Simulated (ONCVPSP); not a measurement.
# oxygen ONCV: all-electron and pseudo phase curves

| Item | Value |
| --- | --- |
| Element | oxygen |
| Generator | ONCVPSP 4.0.1 |
| Type | optimised norm-conserving Vanderbilt (ONCV) |
| Functional | PBE |
| Relativity | fully relativistic |
| Frozen core | [He] |
| Valence charge | 6 |
| Reference configuration | 2s2 2p2 (charge +2) |
| Partial waves | 2s: rc 0.80 bohr, ncon 3, nbas 7, qcut 8.2 1/bohr, local; 2p: rc 1.80 bohr, ncon 3, nbas 7, qcut 8.9 1/bohr, 2 projectors, debl 3.6 Ha; d scattering state at 0.46 Ha: rc 1.90 bohr, ncon 4, nbas 8, qcut 5 1/bohr, 2 projectors, debl 1.7 Ha |
| Local potential | the s channel |
| Core correction | polynomial model core, fcfact 0.65 |

Open shells are filled in proportion to 2j + 1.

The phase is arctan(r·R′/R) of the radial function R(r), unwrapped; energies in Ha, scanned from -4 to 5 Ha. A pole is an energy at which the radial function vanishes at the test radius. The pseudo phase is shifted by a multiple of π to meet the all-electron one at the reference energy, and phase errors are pseudo minus all-electron; the curves can meet again beyond the range given. Levels narrower than the energy grid can be missing from the lists of poles.

```
channel  radius (bohr)  reference energy (Ha)  poles, all-electron  poles, pseudo  unbroken range about the reference energy with phases within 0.05 rad  phase error 1 Ha above the reference energy (rad)
      s           0.81                  -2.14                 none           none                                                        the whole range                                             -0.001
   p3/2           1.83                  -1.59          -1.33, 3.41    -1.33, 3.43                                                        the whole range                                             +0.002
   p1/2           1.83                  -1.59          -1.33, 3.40    -1.33, 3.42                                                        the whole range                                             +0.002
   d5/2           1.93                   0.46                 1.68           1.68                                                              below 3.7                                             -0.000
   d3/2           1.93                   0.46                 1.68           1.68                                                              below 3.8                                             -0.000
```

Phases in the d3/2 channel:

```
E (Ha)  all-electron  pseudo
 -3.98         1.332   1.332
 -3.74         1.322   1.321
 -3.50         1.310   1.310
 -3.26         1.297   1.296
 -3.02         1.282   1.281
 -2.78         1.264   1.263
 -2.54         1.243   1.242
 -2.30         1.217   1.217
 -2.06         1.186   1.186
 -1.82         1.147   1.146
 -1.58         1.095   1.095
 -1.34         1.025   1.025
 -1.10         0.925   0.924
 -0.86         0.771   0.771
 -0.62         0.523   0.523
 -0.38         0.126   0.126
 -0.14        -0.380  -0.380
  0.10        -0.801  -0.801
  0.34        -1.070  -1.070
  0.58        -1.237  -1.237
  0.82        -1.348  -1.348
  1.06        -1.428  -1.428
  1.30        -1.491  -1.491
  1.54        -1.543  -1.543
  1.78        -1.589  -1.589
  2.02        -1.635  -1.635
  2.26        -1.682  -1.682
  2.50        -1.735  -1.735
  2.74        -1.802  -1.802
  2.98        -1.894  -1.895
  3.22        -2.039  -2.043
  3.46        -2.308  -2.323
  3.70        -2.855  -2.898
  3.94        -3.593  -3.645
  4.18        -4.045  -4.079
  4.42        -4.265  -4.288
  4.66        -4.387  -4.405
  4.90        -4.463  -4.478
```
